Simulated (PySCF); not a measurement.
Vibration and rotation of SiRe

ROHF-CCSD(T) constants of SiRe, quartet, unpaired electrons σ ↑, δ ↑↑ (basis Si def2-TZVPP, Re def2-TZVPP with ECP60; scalar-relativistic core potentials; PySCF 2.14; masses 27.9769 and 186.9558 u):

```
ωe                      : 464.8 cm⁻¹
ωexe                    : 1.72 cm⁻¹
Be                      : 0.14243 cm⁻¹
αe                      : 0.000606 cm⁻¹
D (centrifugal)         : 5.35e-08 cm⁻¹
De to Si + Re (5d5 6s2) : 3.06 eV
```

Task: Give the vibrational terms G(v) and spacings up to v = 6.

Result: G(v) = ωe(v+½) − ωexe(v+½)².

```json
{"v": "0", "G(v) (cm⁻¹)": "232", "G(v) − G(v−1)": "", "Bv (cm⁻¹)": "0.1421"}
{"v": "1", "G(v) (cm⁻¹)": "693", "G(v) − G(v−1)": "461", "Bv (cm⁻¹)": "0.1415"}
{"v": "2", "G(v) (cm⁻¹)": "1151", "G(v) − G(v−1)": "458", "Bv (cm⁻¹)": "0.1409"}
{"v": "3", "G(v) (cm⁻¹)": "1606", "G(v) − G(v−1)": "454", "Bv (cm⁻¹)": "0.1403"}
{"v": "4", "G(v) (cm⁻¹)": "2057", "G(v) − G(v−1)": "451", "Bv (cm⁻¹)": "0.1397"}
{"v": "5", "G(v) (cm⁻¹)": "2504", "G(v) − G(v−1)": "448", "Bv (cm⁻¹)": "0.1391"}
{"v": "6", "G(v) (cm⁻¹)": "2949", "G(v) − G(v−1)": "444", "Bv (cm⁻¹)": "0.1385"}
```

Task: How well does the Morse estimate ωe²/(4ωexe) reproduce De, and what is D0?

Result: It gives 3.89 eV, 127 % of the computed De. D0 = De − G(0) = 3.06 − 0.03 = 3.03 eV.

Correlated steps freeze 5 core orbitals. These are scalar-relativistic numbers at best; spin–orbit coupling would shift them, the dissociation energy most. The CCSD T1 diagnostic is raised, a sign that a single reference may not be enough here. With d or f electrons several states lie close, and the lowest PBE0 determinant need not be the measured ground state.
